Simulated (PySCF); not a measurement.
Simulated absorption spectrum

C7H15P.
SMILES: `C/C=C\P[C@@H](C)CC`

Method used: TDDFT B3LYP/def2-SVPD, vertical, gas phase, core orbitals frozen in the response in PySCF 2.14.0, density-fitted response routines. Isolated species at its PBE0-D3(BJ)/def2-SVP geometry (one conformer only).

Computed states:

| state | E (eV) | f |
| --- | --- | --- |
| S1 | 5.37 | 0.252 |
| S2 | 5.75 | 0.022 |
| S3 | 5.94 | 0.0046 |
| S4 | 6.05 | 0.0059 |
| S5 | 6.28 | 0.020 |
| S6 | 6.56 | 0.011 |
| S7 | 6.73 | 0.074 |
| S8 | 6.97 | 0.094 |
| S9 | 7.04 | 0.051 |
| S10 | 7.28 | 0.019 |

Each state is given a Gaussian of 0.5 eV full width at half maximum, with ε(max) = 2.175×10⁸ f / Δν̃ (Δν̃ the width in cm⁻¹). The cross-section is σ = 3.8235×10⁻²¹ ε cm², given in Mb (10⁻¹⁸ cm²). The width is an assumption, not a result. The curve ends short of the highest state used, and states not computed would add to its high-energy end.

(1) What does the envelope look like, and where are its maxima?

(2) On this curve, what absorbance would a 10⁻⁴ mol/L sample give at 248 nm over a 1 cm path?

(3) Coming from long wavelengths, where does ε first pass 100 L mol⁻¹ cm⁻¹?

## Answers

(1) 
E (eV), σ (Mb) and a bar:
```
     4.62       0.11 
     4.68       0.27 
     4.74       0.66 
     4.79       1.29 #
     4.85       2.67 #
     4.91       5.11 ###
     4.97       9.02 #####
     5.03      14.72 ########
     5.09      22.19 #############
     5.15      30.88 #################
     5.21      39.72 ######################
     5.27      47.22 ###########################
     5.33      51.94 #############################
     5.38      53.04 ##############################
     5.44      50.81 #############################
     5.50      45.35 ##########################
     5.56      37.92 #####################
     5.62      29.99 #################
     5.68      22.76 #############
     5.74      16.91 ##########
     5.80      12.64 #######
     5.86       9.77 #####
     5.91       8.22 #####
     5.97       7.12 ####
     6.03       6.59 ####
     6.09       6.47 ####
     6.15       6.66 ####
     6.21       7.09 ####
     6.27       7.81 ####
     6.33       8.92 #####
     6.39      10.55 ######
     6.45      12.85 #######
     6.50      15.34 #########
     6.56      18.96 ###########
     6.62      23.13 #############
     6.68      27.56 ################
```

Maxima: 231 nm (5.37 eV), ε about 14000, made up of S1 (98%) (ε in L mol⁻¹ cm⁻¹; maxima over ε = 5, shares over 10%). At its high-energy end, 6.68 eV, the curve is still rising (ε about 7200, from S7 and S8).

(2) 248 nm is 4.999 eV, where ε is about 3000 L mol⁻¹ cm⁻¹, so A = ε c l ≈ 0.3 (Beer–Lambert, with the gas-phase spectrum and the assumed width).

(3) At about 264 nm (4.70 eV), 0.66 eV below S1.

The vertical ionisation energy (ΔSCF) is 8.02 eV, 0.74 eV above S10.

The run took 4.8 min on an Arm Neoverse N1 with one thread, shared host, and the process peaked at 1.1 GiB of memory.
